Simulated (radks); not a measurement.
The numbers below are computed, except where a source is named.
V2+, configuration [Ar] 3d3. Level of theory: Dirac Kohn-Sham, PBE, spin-unpolarised, spherical densities, finite nucleus; open shells fill j = l - 1/2 first; Fermi nuclear charge, rms radius 3.6002 fm (a radial shooting solver on a logarithmic mesh with Libxc functionals).

X-ray form factor f0, the Fourier transform of the density (f0(0) = 21):

sin(theta)/lambda (1/angstrom)  f0 (electrons)
0.05                                    20.695
0.1                                     19.840
0.15                                    18.588
0.2                                     17.117
0.25                                    15.584
0.3                                     14.103
0.4                                     11.547
0.5                                      9.662
0.6                                      8.375
0.8                                      6.892
1                                        5.965
1.25                                     4.924
1.5                                      3.948
2                                        2.507
